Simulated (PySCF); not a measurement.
A geometry optimisation, step by step.

Species: C2H6AlNO.
SMILES with atom numbers: `[CH:1]#[N+:2][AlH2-:3][O:4][CH3:5]` (hydrogens: H6 on C1; H7, H8 on Al3; H9, H10, H11 on C5)
Bond orders are those of one Lewis drawing.

Computed by this run: PBE0-D3(BJ)/def2-SVP geometry optimisation, gas phase in PySCF; density fitting, grid level 1; the optimiser is geomeTRIC in internal coordinates, started from a GFN2-xTB structure with every atom displaced at random (about 0.01 Å). 7 of its 28 geometries are shown. The frame can shift and turn from step to step; on so coarse a grid that alone can change the energy by a few meV, and forces under 0.02 eV/Å are noise.

Step 0: E = -12289.3203 eV, largest atomic force 4.268 eV/Å
```
atom  x, y, z in Å  |  force x, y, z in eV/Å
C1      2.502    0.995   -0.207    0.510   0.864  -0.015
N2      1.885    0.118   -0.591   -0.446  -0.659  -0.164
Al3     0.449   -1.301   -0.256    1.430  -1.291   0.012
O4     -0.795   -0.308    0.049   -3.429   2.449   0.679
C5     -1.953    0.470    0.285    2.007  -0.729   0.687
H6      3.040    1.856    0.127    0.334   0.316   0.178
H7      0.451   -2.113   -1.553   -0.002  -0.553  -0.843
H8      1.238   -1.815    1.003    0.205  -0.284   0.365
H9     -1.657    1.524    0.473   -0.190  -0.124  -0.144
H10    -2.477    0.120    1.198    0.017   0.008  -0.148
H11    -2.645    0.429   -0.545   -0.436   0.003  -0.608
```

Step 4: E = -12289.6209 eV, largest atomic force 0.507 eV/Å
```
atom  x, y, z in Å  |  force x, y, z in eV/Å
C1      2.661    1.031   -0.269    0.097  -0.047  -0.142
N2      1.906    0.173   -0.381   -0.075   0.026   0.189
Al3     0.417   -1.313   -0.171    0.289  -0.179  -0.105
O4     -0.885   -0.296    0.137   -0.370   0.318   0.138
C5     -2.010    0.462    0.307    0.109   0.018  -0.032
H6      3.392    1.823   -0.184   -0.034   0.017   0.021
H7      0.519   -1.970   -1.616    0.018  -0.054  -0.057
H8      1.089   -2.027    1.090    0.017  -0.022  -0.005
H9     -1.766    1.513    0.564    0.011  -0.033   0.036
H10    -2.655    0.074    1.119   -0.009   0.000   0.011
H11    -2.630    0.505   -0.609   -0.053  -0.045  -0.053
```

Step 9: E = -12289.6432 eV, largest atomic force 0.090 eV/Å
```
atom  x, y, z in Å  |  force x, y, z in eV/Å
C1      2.764    0.987   -0.309    0.009   0.009   0.012
N2      1.933    0.199   -0.238   -0.016  -0.008  -0.014
Al3     0.422   -1.252   -0.125   -0.014  -0.003  -0.034
O4     -0.893   -0.237    0.221    0.047   0.028   0.071
C5     -2.070    0.449    0.311   -0.016  -0.017  -0.004
H6      3.547    1.730   -0.377    0.001  -0.001   0.001
H7      0.579   -1.804   -1.618   -0.004  -0.003   0.000
H8      1.041   -2.079    1.092   -0.005  -0.003   0.001
H9     -1.909    1.501    0.622    0.002   0.004  -0.020
H10    -2.754    0.003    1.060   -0.004  -0.007  -0.011
H11    -2.621    0.479   -0.651    0.000  -0.001  -0.002
```

Step 14: E = -12289.6627 eV, largest atomic force 0.290 eV/Å
```
atom  x, y, z in Å  |  force x, y, z in eV/Å
C1      2.823    0.965   -0.310   -0.040  -0.069  -0.016
N2      1.969    0.200   -0.251    0.002   0.083   0.010
Al3     0.415   -1.199   -0.102   -0.133   0.044  -0.061
O4     -0.862   -0.164    0.368    0.252  -0.081   0.118
C5     -2.091    0.434    0.315   -0.075  -0.067  -0.182
H6      3.631    1.681   -0.372   -0.006   0.003   0.010
H7      0.465   -1.718   -1.619   -0.010   0.022   0.040
H8      1.083   -2.073    1.054   -0.011   0.004   0.005
H9     -2.031    1.508    0.575   -0.014   0.014   0.011
H10    -2.807   -0.030    1.022    0.012   0.025   0.019
H11    -2.557    0.372   -0.692    0.024   0.022   0.045
```

Step 18: E = -12289.7001 eV, largest atomic force 0.111 eV/Å
```
atom  x, y, z in Å  |  force x, y, z in eV/Å
C1      2.854    0.944   -0.325    0.022  -0.054  -0.050
N2      1.977    0.206   -0.271   -0.060   0.081   0.046
Al3     0.375   -1.119   -0.031   -0.023   0.021  -0.018
O4     -0.798   -0.060    0.662    0.044  -0.076   0.013
C5     -2.055    0.387    0.303    0.012   0.028   0.028
H6      3.689    1.628   -0.385   -0.013   0.017   0.015
H7      0.161   -1.508   -1.568    0.012  -0.027   0.004
H8      1.141   -2.084    0.982   -0.020  -0.009  -0.006
H9     -2.147    1.478    0.464   -0.013   0.015  -0.033
H10    -2.848   -0.088    0.915    0.015  -0.005  -0.011
H11    -2.310    0.191   -0.760    0.023   0.010   0.013
```

Step 22: E = -12289.7082 eV, largest atomic force 0.073 eV/Å
```
atom  x, y, z in Å  |  force x, y, z in eV/Å
C1      2.739    0.991   -0.351   -0.021   0.024   0.014
N2      1.901    0.210   -0.279    0.035  -0.037  -0.023
Al3     0.373   -1.193   -0.024   -0.007   0.021   0.009
O4     -0.774   -0.138    0.718   -0.021  -0.069   0.011
C5     -1.978    0.406    0.317   -0.018   0.034  -0.035
H6      3.522    1.734   -0.410    0.006  -0.008  -0.009
H7      0.121   -1.593   -1.553    0.003   0.019   0.000
H8      1.162   -2.169    0.957    0.014   0.014   0.010
H9     -1.981    1.508    0.432    0.001  -0.002   0.008
H10    -2.821    0.022    0.924    0.006   0.005   0.011
H11    -2.225    0.196   -0.744    0.002  -0.001   0.003
```

Step 27: E = -12289.7171 eV, largest atomic force under 0.02 eV/Å
```
atom  x, y, z in Å  |  force x, y, z in eV/Å
C1      2.569    1.063   -0.438    0.008  -0.007   0.004
N2      1.806    0.215   -0.317   -0.010   0.011  -0.008
Al3     0.377   -1.288   -0.002    0.010   0.003   0.004
O4     -0.830   -0.350    0.798   -0.006   0.000   0.004
C5     -1.894    0.412    0.360    0.005  -0.006  -0.002
H6      3.289    1.862   -0.549   -0.002   0.002  -0.001
H7      0.114   -1.673   -1.532    0.002  -0.002  -0.001
H8      1.262   -2.201    0.956   -0.004  -0.005  -0.002
H9     -1.672    1.498    0.407   -0.003   0.002   0.001
H10    -2.788    0.245    0.990    0.001   0.001   0.002
H11    -2.192    0.192   -0.687   -0.002   0.001  -0.001
```

Problem. Summarise the path.

Solution. The energy falls by 0.3968 eV from step 0 to step 27; nine tenths of that is first reached at step 16. It rises by more than 0.2 meV at step 17. The largest force goes from 4.268 to under 0.02 eV/Å. Among the bonds Al3–O4 changes most, from 1.621 to 1.724 Å; the atoms move by 0.435 Å rms after alignment.

Problem. Follow the three bonds and two angles with the largest change from start to end.

Solution. 
| step | E above end (eV) | largest force (eV/Å) | Al3–O4 (Å) | Al3–H7 (Å) | N2–Al3 (Å) | Al3–O4–C5 (°) | C1–N2–Al3 (°) |
| --- | --- | --- | --- | --- | --- | --- | --- |
| 0 | 0.3968 | 4.268 | 1.621 | 1.530 | 2.047 | 175.2 | 149.2 |
| 1 | 0.1406 | 0.758 | 1.713 | 1.600 | 2.127 | 177.3 | 157.1 |
| 2 | 0.1249 | 0.221 | 1.702 | 1.593 | 2.125 | 176.9 | 158.8 |
| 4 | 0.0961 | 0.507 | 1.681 | 1.591 | 2.114 | 174.8 | 168.1 |
| 5 | 0.0835 | 0.377 | 1.683 | 1.598 | 2.104 | 172.6 | 176.6 |
| 6 | 0.0786 | 0.164 | 1.691 | 1.600 | 2.100 | 171.5 | 179.7 |
| 7 | 0.0760 | 0.110 | 1.697 | 1.601 | 2.099 | 170.5 | 179.3 |
| 8 | 0.0752 | 0.108 | 1.697 | 1.600 | 2.098 | 170.0 | 179.3 |
| 9 | 0.0738 | 0.090 | 1.696 | 1.599 | 2.097 | 169.2 | 179.3 |
| 11 | 0.0691 | 0.141 | 1.695 | 1.598 | 2.096 | 165.7 | 179.3 |
| 12 | 0.0674 | 0.130 | 1.698 | 1.600 | 2.096 | 165.0 | 179.3 |
| 13 | 0.0624 | 0.199 | 1.703 | 1.602 | 2.097 | 162.2 | 179.3 |
| 14 | 0.0544 | 0.290 | 1.709 | 1.604 | 2.096 | 157.7 | 178.9 |
| 15 | 0.0418 | 0.353 | 1.716 | 1.605 | 2.095 | 150.8 | 178.0 |
| 16 | 0.0273 | 0.279 | 1.722 | 1.603 | 2.094 | 141.3 | 176.8 |
| 18 | 0.0169 | 0.111 | 1.725 | 1.601 | 2.092 | 135.5 | 176.1 |
| 19 | 0.0138 | 0.077 | 1.723 | 1.600 | 2.091 | 136.0 | 176.2 |
| 20 | 0.0114 | 0.103 | 1.722 | 1.601 | 2.090 | 135.8 | 176.4 |
| 21 | 0.0105 | 0.096 | 1.723 | 1.601 | 2.090 | 135.1 | 176.4 |
| 22 | 0.0089 | 0.073 | 1.725 | 1.601 | 2.090 | 134.1 | 176.5 |
| 23 | 0.0070 | 0.091 | 1.727 | 1.600 | 2.091 | 133.2 | 176.7 |
| 25 | 0.0017 | 0.105 | 1.727 | 1.599 | 2.095 | 132.4 | 176.9 |
| 26 | 0.0002 | 0.029 | 1.725 | 1.600 | 2.096 | 133.7 | 176.9 |
| 27 | 0.0000 | under 0.02 | 1.724 | 1.600 | 2.097 | 133.8 | 176.9 |

The cost below is that of the whole optimisation. The run took 1.7 min on one thread, Arm Neoverse V1 (aarch64), on a shared host, and the process peaked at 0.43 GiB of memory.
